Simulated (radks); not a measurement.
Question: The mean radii <r> (bohr) of the occupied orbitals of an atom or ion are listed with their occupations. All-electron calculation, Dirac Kohn-Sham, LDA (Slater exchange, Perdew-Wang correlation), spin-unpolarised, spherical densities, point nucleus. Program: a radial shooting solver on a logarithmic mesh with Libxc functionals.

| orbital | occ. | <r> |
|---|---|---|
| 1s1/2 | 2 | 0.01579 |
| 2s1/2 | 2 | 0.06579 |
| 2p1/2 | 2 | 0.05390 |
| 2p3/2 | 4 | 0.06294 |
| 3s1/2 | 2 | 0.1711 |
| 3p1/2 | 2 | 0.1616 |
| 3p3/2 | 4 | 0.1781 |
| 3d3/2 | 4 | 0.1545 |
| 3d5/2 | 6 | 0.1595 |
| 4s1/2 | 2 | 0.3771 |
| 4p1/2 | 2 | 0.3779 |
| 4p3/2 | 4 | 0.4128 |
| 4d3/2 | 4 | 0.4163 |
| 4d5/2 | 6 | 0.4274 |
| 5s1/2 | 2 | 0.8308 |
| 4f5/2 | 6 | 0.4381 |
| 4f7/2 | 8 | 0.4443 |
| 5p1/2 | 2 | 0.8843 |
| 5p3/2 | 4 | 0.9749 |
| 5d3/2 | 4 | 1.211 |
| 5d5/2 | 6 | 1.255 |
| 6s1/2 | 2 | 2.134 |
| 6p1/2 | 2 | 2.586 |

Name the element and its charge. Open shells, if any, fill j = l - 1/2 first.

Answer: Z = 83, bismuth, charge +1: Bi+ in [Hg] 6p2. The 1s radius gives Z: for a bare nucleus <r> = (2 gamma + 1)/(2Z) with gamma = sqrt(1 - (Z/c)^2), 0.01561 bohr for Z = 83, and screening makes it slightly larger (0.01579 here). The occupations add up to 82, and the charge is Z minus that.
